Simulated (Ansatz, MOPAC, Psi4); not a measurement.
Molecule: C$_{4}$H$_{2}$ClO (charge 0, doublet). SMILES: [c]1occc1Cl
Geometry from a B3LYP-D3(BJ)/def2-TZVP (Ansatz, a program for electronic structure) optimisation:
```xyz
8

Cl     1.9670     0.3474     0.0753
C      0.2880     0.0128     0.0289
C     -0.3682    -1.0875     0.4649
O     -1.6795    -1.0175     0.2734
C     -1.9156     0.2041    -0.3275
C     -0.7470     0.8657    -0.4960
H     -2.9426     0.4235    -0.5546
H     -0.6040     1.8386    -0.9345
```
Charge 0, spin multiplicity 2.

Wanted: enthalpy of formation at 298 K, in kcal/mol. Terms: 6-311+G** with 5d, 6d on Na to Ar in Ansatz; valence correlation only; six Cartesian d functions in 6-31G* and its kin unless marked 5d; LANL2DZ with its own core potentials from Na on; UHF or UKS for open shells; non-relativistic; spin-orbit terms left out; no dispersion term unless named. Ab initio and DFT rows: single points at B3LYP-D3(BJ) geometries (Ansatz), with unscaled harmonic terms from B3LYP/6-31G* (Ansatz) at its own minima, enthalpies of formation by atomisation with measured atoms. Semi-empirical rows: MOPAC heats of formation at their own minima for 298 K.

```tsv
level	program	enthalpy of formation at 298 K (kcal/mol)
AM1	MOPAC	60.7
SVWN5/6-31G*	Ansatz	-118.0
PBE/STO-3G	Ansatz	-94.1
PBE/3-21G	Ansatz	45.8
PBE/LANL2DZ	Ansatz	74.4
PBE/def2-SVP	Ansatz	-4.2
B3LYP/6-31G*	Ansatz	66.4
PBE0/6-311+G**	Ansatz	49.6
wB97X-D/6-31G*	Psi4	58.1
r2SCAN-D4/def2-TZVPD	Ansatz + dftd4	42.8
PBE0/def2-TZVPD	Ansatz	40.1
B2PLYP-D3(BJ)/def2-TZVPD	Ansatz + dftd3	62.5
```

No value to compare with is used here. The 9 habitual levels span -118.0 (SVWN5/6-31G*) to 74.4 kcal/mol (PBE/LANL2DZ); r2SCAN-D4/def2-TZVPD gives 42.8.

The levels are drawn from those run, B3LYP/6-31G* more often than the rest, none by its result; left out are runs that failed, that the program found above a lower state of the same kind, or whose <S^2> lies over 0.5 above the pure value.
